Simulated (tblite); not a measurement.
Species: C10H14Ge.
Geometry (GFN2-xTB, Å), atoms numbered from 1 in this order:
```
atom  x, y, z in Å
Ge1   -1.7922    1.2327   -1.0408
C2    -1.6542   -0.7116   -0.6970
C3    -2.2369   -1.2396    0.6253
C4    -0.9181   -1.9651    0.9128
C5    -0.2710   -1.3065   -0.3211
C6     0.7971   -0.2931   -0.0598
C7     1.8949   -0.2028   -0.9077
C8     2.8750    0.7512   -0.7010
C9     2.7740    1.6310    0.3627
C10    1.6841    1.5534    1.2122
C11    0.7019    0.6023    1.0006
H12   -1.8619    2.0394    0.2149
H13   -0.6717    1.7629   -1.8738
H14   -3.0626    1.5141   -1.7893
H15   -2.0765   -1.2375   -1.5561
H16   -2.4667   -0.4542    1.3462
H17   -3.1110   -1.8814    0.5271
H18   -0.4459   -1.7261    1.8640
H19   -0.9909   -3.0476    0.8235
H20    0.0960   -2.0286   -1.0550
H21    1.9831   -0.8878   -1.7400
H22    3.7197    0.8079   -1.3724
H23    3.5398    2.3747    0.5276
H24    1.5991    2.2360    2.0457
H25   -0.1379    0.5485    1.6790
```

Method: GFN2-xTB as coded in tblite; computed harmonic values from a numerical Hessian at the method's own geometry, unscaled. This tight-binding method is rough: wavenumbers can miss measured ones by several per cent, in bad cases by 10 to 20. Modes of hydrogen on germanium can be 10 to 20 % off. One conformer, not necessarily the lowest.

Harmonic wavenumbers (cm⁻¹): 37.5, 54.5, 76.5, 132.4, 161.8, 210.6, 238.4, 303.7, 346.5, 374.9, 453.3, 489.1, 521.3, 530.5, 589.3, 621.0, 674.4, 745.8, 764.0, 776.0, 782.9, 833.9, 855.1, 870.5, 878.4, 898.1, 927.1, 931.7, 969.8, 984.2, 1002.7, 1043.0, 1048.0, 1068.4, 1089.5, 1094.3, 1128.7, 1174.2, 1182.9, 1186.5, 1200.3, 1218.5, 1226.3, 1233.5, 1257.9, 1262.0, 1285.5, 1317.4, 1342.3, 1440.8, 1476.8, 1480.9, 1492.7, 1590.1, 1604.0, 1970.3, 2054.9, 2082.6, 2929.7, 2947.3, 2967.6, 2996.4, 3004.6, 3011.3, 3062.5, 3064.3, 3073.5, 3078.7, 3089.7.

A = 1185, B = 626.9, C = 499.8 MHz; mass 208.031 u (most abundant isotopes); point group C1, symmetry number 1.

Question: What is the zero-point energy?

Answer: Half the sum of the wavenumbers: 43907 cm⁻¹ = 125.54 kcal/mol.

Question: Entropy at 273.15 K, 1 bar (ideal gas, RRHO, classical rotation)?

Answer: Translation 41.49, rotation 30.88, vibration 30.86: S = 103.2 cal/(mol K).

Question: And Cp and H(273.15 K) − H(0)?

Answer: Cp = 42.26 cal/(mol K), of which vibrations give 34.31 (their classical limit is 69 R = 137.1); H(273.15 K) − H(0) = 6.61 kcal/mol without the zero-point energy, 4.44 from vibrations.

Question: What must be added to the electronic energy to get the Gibbs energy at 273.15 K and 1 bar?

Answer: ZPE + [H(273.15 K) − H(0)] − T·S = 125.54 + 6.61 − 28.20 = 103.95 kcal/mol.

Question: How do the functions run with temperature in this model?

Answer: 
| T (K) | S (cal/(mol K)) | Cp (cal/(mol K)) | H − H(0) (kcal/mol) | G − H(0) (kcal/mol) | ln q(vib) |
| --- | --- | --- | --- | --- | --- |
| 150 | 83.8 | 25.2 | 2.50 | -10.06 | 3.73 |
| 250 | 99.6 | 38.7 | 5.67 | -19.24 | 6.67 |
| 298.15 | 107.1 | 46.1 | 7.71 | -24.22 | 8.11 |
| 400 | 122.8 | 61.2 | 13.19 | -35.93 | 11.26 |
| 600 | 152.3 | 84.2 | 27.89 | -63.48 | 17.67 |
| 900 | 190.8 | 105.3 | 56.62 | -115.12 | 27.18 |

q(vib) and H(0) count from the zero-point level.

Question: Blend soft modes into free rotors: weight 1/[1 + (100 cm⁻¹/ν̃)⁴] for the oscillator and the rest for a rotor with moment μB/(μ + B), μ = h/(8π²ν), B = 10⁻⁴⁴ kg m². What vibrational entropy results?

Answer: 27.79 cal/(mol K) in place of 30.86, which changes −T·S at 273.15 K by +0.84 kcal/mol.

Hindered rotation and anharmonicity are outside this model. Other conformers, if any are populated, would add a mixing term that is left out. The structure is chiral; the term R ln 2 for an equal mix with its mirror image is left out.
